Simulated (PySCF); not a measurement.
## Dipole moment and polarisability of `C=C[C@H](Cl)[SiH2]O`

Compound: C3H7ClOSi.
Structure used (GFN2-xTB), in Å, numbered top down from 1:
```
atom  x, y, z in Å
C1     2.1862   -0.0545   -0.6538
C2     1.1171   -0.4286    0.0279
C3     0.1063    0.5099    0.5615
Cl4   -0.2075    0.1261    2.2998
Si5   -1.6011    0.3628   -0.3222
O6    -2.2211   -1.1070   -0.0619
H7     2.8774   -0.7696   -1.0647
H8     2.4069    0.9851   -0.8338
H9     0.9140   -1.4769    0.1999
H10    0.4851    1.5310    0.5504
H11   -1.4121    0.4030   -1.7631
H12   -2.4413    1.4209    0.2334
H13   -2.2144   -1.5016    0.8087
```

Level: wB97X-D/def2-SVPD (PySCF), static field, nuclei fixed, core orbitals frozen in the response. The polarisability tensor in these axes (au):

```
x   90.12 -0.39 -8.86
y   -0.39 67.61 -1.38
z   -8.86 -1.38 83.56
```

Question: Diagonalise the tensor; give its mean and Δα, where Δα² is half the sum of the squared differences of the eigenvalues.

Answer: Principal values 67.42, 77.58 and 96.30 au; mean 80.43 au = 11.92 Å³ = 13.26 × 10⁻⁴⁰ C²·m²/J; Δα = 25.37 au (32 % of the mean).

Question: What is the dipole moment, and where does it point?

Answer: (0.71, 0.49, -0.65) D, 1.08 D in size, pointing from the negative to the positive side. Measured along this direction, the outermost atoms are H13 at the negative end and H8 at the positive end.

Question: Orientational against electronic polarisability at 500 K (dilute gas, rigid molecules)?

Answer: In Gaussian units μ²/3kT = 5.61 Å³ against 11.92 Å³, a ratio of 0.47; the Debye molar polarisation (4π/3)N_A(α + μ²/3kT) is 44.2 cm³/mol, leaving out the vibrational part.

Question: What molar refraction does this α imply?

Answer: Lorentz–Lorenz: R = (4π/3)N_A α = 2.5225 cm³/(mol·Å³) × 11.92 Å³ = 30.1 cm³/mol, in the limit of long wavelengths.

Question: In TDDFT the mean static polarisability is Σ f/ω² over all singlet excitations (ω in hartree). How much of it do the 8 lowest give? Their energies (eV) and oscillator strengths: 6.28, 0.1094; 6.85, 0.0920; 6.91, 0.1275; 7.33, 0.0600; 7.47, 0.1140; 7.82, 0.0204; 7.88, 0.0638; 7.98, 0.0019.

Answer: They add up to 8.86 au, 11.0 % of the 80.43 au; the largest single term is 2.06 au, from the state at 6.28 eV. Terms in order: 2.06, 1.45, 1.97, 0.83, 1.51, 0.25, 0.76, 0.02 au. Higher excitations give the rest. The strengths listed sum to 0.589.

Question: Rayleigh depolarisation ratio (linearly polarised light, static tensor)?

Answer: ρ = 3Δα²/(45ᾱ² + 4Δα²) = 1931.4/(291114 + 2575.2) = 0.00658.

One conformer (not necessarily the lowest) at the GFN2-xTB geometry, without solvent, vibrations or thermal averaging.

The run behind these numbers computed excited states as well. Hardware: an Arm Neoverse N1 with one thread, on a shared host. Cost: 62 s (grids of density and orbitals included), 0.79 GiB resident at most.
